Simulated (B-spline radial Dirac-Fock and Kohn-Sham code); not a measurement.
**Photoelectron lines of Dy⁴⁺ at 2190 eV**

System: the Dy⁴⁺ ion in the configuration [Xe] 4f8.

The computed values come from an atomic code on a B-spline grid: the independent-particle Dirac-Slater model, thresholds from Dirac-Fock. The asymmetry parameter β is from the dipole term alone. Kinetic energies are from the vacuum level. Open shells are spread statistically over j, without multiplet splitting.

The last column is dσ/dΩ = σ/(4π) · [1 + β P₂(cos θ)] at θ = 90° from the polarisation vector of linearly polarised light.

| subshell | electrons | binding (eV) | kinetic (eV) | σ (kb) | β | dσ/dΩ (kb/sr) |
| --- | --- | --- | --- | --- | --- | --- |
| 3s | 2 | 2114.3 | 75.71 | 37.9 | 1.95 | 0.0815 |
| 3p1/2 | 2 | 1909.7 | 280.3 | 54.0 | 1.15 | 1.84 |
| 3p3/2 | 4 | 1742.9 | 447.1 | 122 | 1.28 | 3.51 |
| 3d3/2 | 4 | 1395.6 | 794.4 | 185 | 1.05 | 6.99 |
| 3d5/2 | 6 | 1360.1 | 829.9 | ? | ? | ? |
| 4s | 2 | 484.2 | 1705.8 | 11.9 | 1.96 | ≈ 0 |
| 4p1/2 | 2 | 402.1 | 1787.9 | 14.4 | 1.69 | 0.179 |
| 4p3/2 | 4 | 364.7 | 1825.3 | 29.6 | 1.71 | 0.345 |
| 4d3/2 | 4 | 228.2 | 1961.8 | 27.1 | 1.37 | 0.680 |
| 4d5/2 | 6 | 221.5 | 1968.5 | 38.5 | 1.34 | 1.00 |
| 4f5/2 | 3.43 | 63.23 | 2126.8 | 3.42 | 1.01 | 0.134 |
| 4f7/2 | 4.57 | 62.21 | 2127.8 | 4.35 | 1.00 | 0.173 |
| 5s | 2 | 106.0 | 2084.0 | 2.30 | 1.96 | ≈ 0 |
| 5p1/2 | 2 | 79.45 | 2110.5 | 2.36 | 1.72 | 0.0262 |
| 5p3/2 | 4 | 73.71 | 2116.3 | 4.70 | 1.74 | 0.0485 |

Question: What are σ and β for 3d5/2?

Answer: σ = 263 kb, the largest of all subshells and 33 % of the total, and β = 1.09, which gives dσ/dΩ = 9.52 kb/sr.
